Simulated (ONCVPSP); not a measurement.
# Scattering properties, ONCV potential for molybdenum

Mo (Z = 42), optimised norm-conserving Vanderbilt (ONCV), made with ONCVPSP 4.0.1 (PBE, scalar-relativistic). Core [Ar] 3d10, reference 4s2 4p6 4d6. Waves: 4s: rc 1.80 bohr, ncon 4, nbas 9, qcut 5.5 1/bohr, 2 projectors, debl 4 Ha; 4p: rc 1.15 bohr, ncon 3, nbas 6, qcut 6.1 1/bohr, 3 projectors, debl 2.7 Ha; 4d: rc 1.95 bohr, ncon 3, nbas 7, qcut 8 1/bohr, 2 projectors, debl 2.95 Ha. Local part: polynomial inside 1.15 bohr (lpopt 5, dvloc0 2 Ha). Core correction: none.

The phase is arctan(r·R′/R) of the radial function R(r), unwrapped; energies in Ha, scanned from -4 to 5 Ha. A pole is an energy at which the radial function vanishes at the test radius. The pseudo phase is shifted by a multiple of π to meet the all-electron one at the reference energy, and phase errors are pseudo minus all-electron; the curves can meet again beyond the range given. Levels narrower than the energy grid can be missing from the lists of poles.

| channel | radius (bohr) | reference energy (Ha) | poles, all-electron | poles, pseudo | unbroken range about the reference energy with phases within 0.05 rad | phase error 1 Ha above the reference energy (rad) |
| --- | --- | --- | --- | --- | --- | --- |
| s | 1.83 | -2.29 | -1.93 | -1.93, 4.89 | the whole range | -0.001 |
| p | 1.17 | -1.34 | 3.83 | 3.83 | the whole range | +0.000 |
| d | 1.98 | -0.08 | 0.76 | 0.77 | the whole range | +0.000 |

Phases in the p channel:

```json
{"E (Ha)": "-3.98", "all-electron": "0.636", "pseudo": "0.635"}
{"E (Ha)": "-3.50", "all-electron": "0.409", "pseudo": "0.408"}
{"E (Ha)": "-3.02", "all-electron": "0.100", "pseudo": "0.100"}
{"E (Ha)": "-2.54", "all-electron": "-0.260", "pseudo": "-0.260"}
{"E (Ha)": "-2.06", "all-electron": "-0.593", "pseudo": "-0.593"}
{"E (Ha)": "-1.58", "all-electron": "-0.848", "pseudo": "-0.848"}
{"E (Ha)": "-1.10", "all-electron": "-1.029", "pseudo": "-1.029"}
{"E (Ha)": "-0.62", "all-electron": "-1.157", "pseudo": "-1.157"}
{"E (Ha)": "-0.14", "all-electron": "-1.250", "pseudo": "-1.250"}
{"E (Ha)": "0.34", "all-electron": "-1.321", "pseudo": "-1.321"}
{"E (Ha)": "0.82", "all-electron": "-1.376", "pseudo": "-1.376"}
{"E (Ha)": "1.30", "all-electron": "-1.421", "pseudo": "-1.420"}
{"E (Ha)": "1.78", "all-electron": "-1.458", "pseudo": "-1.458"}
{"E (Ha)": "2.26", "all-electron": "-1.489", "pseudo": "-1.489"}
{"E (Ha)": "2.74", "all-electron": "-1.517", "pseudo": "-1.517"}
{"E (Ha)": "3.22", "all-electron": "-1.542", "pseudo": "-1.542"}
{"E (Ha)": "3.70", "all-electron": "-1.565", "pseudo": "-1.565"}
{"E (Ha)": "4.18", "all-electron": "-1.586", "pseudo": "-1.586"}
{"E (Ha)": "4.66", "all-electron": "-1.607", "pseudo": "-1.607"}
```
